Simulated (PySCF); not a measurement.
**Molecular orbitals of GeI**

PBE at R = 2.532 Å; basis Ge def2-TZVPP, I def2-TZVPP with ECP28; scalar-relativistic core potentials; PySCF 2.14. State: ²Π (doublet), unpaired electrons π ↑. Only the outer orbitals are listed, counted within each symmetry, core potentials removing the inner ones.

| spin | orbital | occ. | ε (eV) | on Ge (%) | main shells (%) |
| --- | --- | --- | --- | --- | --- |
| α | 10σ | 1 | -17.53 | 7 | 92 I s |
| α | 11σ | 1 | -12.09 | 78 | 78 Ge s, 14 I p |
| α | 12σ | 1 | -7.36 | 42 | 58 I p, 27 Ge p, 14 Ge s |
| α | 6π | 1 | -7.08 | 12 | 87 I p, 11 Ge p |
| α | 6π | 1 | -7.00 | 14 | 86 I p, 12 Ge p |
| α | 7π | 1 | -4.12 | 86 | 86 Ge p, 12 I p |
| α | 7π | 0 | -3.98 | 87 | 87 Ge p, 11 I p |
| α | 13σ | 0 | -1.58 | 70 | 69 Ge p, 28 I p |
| α | 14σ | 0 | 2.91 | 26 | 69 I p, 35 Ge d |
| β | 10σ | 1 | -17.47 | 6 | 93 I s |
| β | 11σ | 1 | -11.55 | 75 | 75 Ge s, 18 I p |
| β | 12σ | 1 | -7.16 | 44 | 56 I p, 25 Ge p, 18 Ge s |
| β | 6π | 1 | -7.06 | 10 | 90 I p, 9 Ge p |
| β | 6π | 1 | -6.79 | 7 | 92 I p |
| β | 7π | 0 | -3.65 | 89 | 88 Ge p, 9 I p |
| β | 7π | 0 | -2.85 | 90 | 90 Ge p |
| β | 13σ | 0 | -1.34 | 71 | 70 Ge p, 26 I p |

**Question.** Which are the highest filled and the lowest empty level, where do they sit, and how wide is the gap?

**Answer.** Highest filled α 7π at -4.12 eV (in %: 86 Ge p, 12 I p); lowest empty α 7π at -3.98 eV (in %: 87 Ge p, 11 I p); the gap at PBE is 0.14 eV. Both belong to one degenerate shell, split only by its one-sided filling, so this is no excitation gap.

The bond order (Mayer) is 1.35, the ⟨S²⟩ is 0.754 and the charge on Ge (Mulliken, basis-dependent) is 0.17. The charge on Ge (Löwdin, basis-dependent) is -0.03, the dipole moment (positive dipole means Ge(−)I(+)) is -1.03 D and the polarisability along the bond is 99.6 bohr³. The polarisability across the bond is 46.8 bohr³.

Spin–orbit coupling is left out. The state is the lowest determinant that a PBE0 search found; another state may lie lower at other levels.
